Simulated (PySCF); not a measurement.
# NMR problem set

Non-relativistic, no solvent, fast rotation and ring inversion assumed for equivalent nuclei, one conformer. B3LYP/pcJ-1 coupling constants (spin–dipole term left out of most H,H and C,H couplings); coordinates at the GFN2-xTB level; PBE0/pcSseg-1 with gauge-including orbitals; PySCF 2.14.0 with density-fitted response routines.

Referencing at the same level of theory: TMS for ¹H (σ = 31.72 ppm), ¹³C (σ = 186.93 ppm). Multiplet labels drop J under 1 Hz and among equivalent protons, and merge close values. Unscaled 3J(H,H) run several per cent high. Splittings of carbon signals by F and P are missing where no couplings were computed. Where no couplings were computed, multiplicities follow the n + 1 count of equivalent neighbours, and m marks all less simple cases (inequivalent or close neighbours, rings, F or P nearby). One-bond C–F couplings are unscaled and too large by tens of Hz. Shifts are as computed. Against solution values, carbons near 30 ppm lie about +3 ppm off and those near 130 ppm about +5 ppm (rms about the fit 2.1 ppm; single classes can miss by 10 ppm). Of 1328 compounds with measured shifts, 309 miss one by over three times the rms of a fit or turn the order of signals round; such compounds aren't used in these exercises. Signals without a measured value on file couldn't be tested in this way; 1H shifts scatter by 0.2 ppm about their fit, and single ones miss by 0.5 ppm. OH and NH positions are gas-phase values without hydrogen bonding to other molecules.

Question: C₅H₄FN. ¹H NMR (400 MHz, computed): δ 8.96 (dd, J = 9.1, 6.4 Hz, 2H), 7.18 (dd, J = 9.1, 6.4 Hz, 2H). ¹³C{¹H} NMR (computed): δ 179.6 (d, J = 329.6 Hz), 158.0 (d, J = 3.2 Hz), 116.6 (d, J = 10.3 Hz). Give a structure.

Answer: 4-fluoropyridine (SMILES Fc1ccncc1). Rings plus π bonds: 4 (1 ring in the answer). 3 carbon signals for 5 carbons: some carbons are equivalent by symmetry or fast rotation. Carbon types of the structure: 1 × C, 4 × CH, which accounts for all hydrogens. δC 179.6: aromatic carbon bearing fluorine; σ withdrawal by the attached heteroatom moves it downfield of the ring CH carbons. δC 158.0: aromatic CH next to a ring nitrogen; the adjacent pyridine-type nitrogen withdraws density from it. δC 116.6: aromatic CH. δH 8.96: hydrogen on an aromatic CH next to a ring nitrogen; ring current plus the neighbouring ring nitrogen. The protons at 7.18 and 8.96 share a coupling of 6.4 Hz (vicinal, an ortho-type coupling).

This is the structure that produced the data.

Question: C₅H₄FN. ¹H NMR (400 MHz, computed): δ 6.82 (m, 1H), 5.80 (m, 1H), 5.48 (m, 1H), 5.10 (m, 1H). ¹³C{¹H} NMR (computed): δ 171.6, 149.0, 122.3, 109.4, 106.8. Identify the compound.

Answer: SMILES C(=C)(F)/C=C/C#N. Rings plus π bonds: 4 (no ring in the answer). 5 carbon signals for 5 carbons: no two carbons are equivalent. Carbon types of the structure: 2 × C, 2 × CH, 1 × CH2, which accounts for all hydrogens. δC 171.6: fully substituted alkene carbon. δC 149.0, 106.8: alkene CH; an sp2 carbon of a C=C bond. δC 122.3: nitrile carbon; C≡N carbons fall here, among the sp2 signals but without a proton. δC 109.4: terminal =CH2 carbon; as expected for a trigonal carbon in a double bond.

The data come from this structure; uniqueness wasn't tested.

Question: C₆H₆FN. ¹H NMR (300 MHz, computed): δ 6.93 (br s, 1H), 6.64 (m, 1H), 6.40 (m, 1H), 6.28 (m, 1H), 5.89 (m, 1H), 5.32 (m, 1H). ¹³C{¹H} NMR (computed): δ 163.6, 133.7, 131.6, 115.7, 105.1, 98.6. Give a structure.

Answer: `C=Cc1cc(F)c[nH]1`. Rings plus π bonds: 4 (1 ring in the answer). 6 carbon signals for 6 carbons: no two carbons are equivalent. Carbon types of the structure: 2 × C, 3 × CH, 1 × CH2, leaving 1 H on heteroatoms. δC 163.6: aromatic carbon bearing fluorine; an ipso carbon deshielded by its heteroatom. δC 133.7: alkene CH; as expected for a trigonal carbon in a double bond. δC 115.7: terminal =CH2 carbon; the olefinic region. δC 98.6: aromatic CH.

The shifts were computed for this structure.
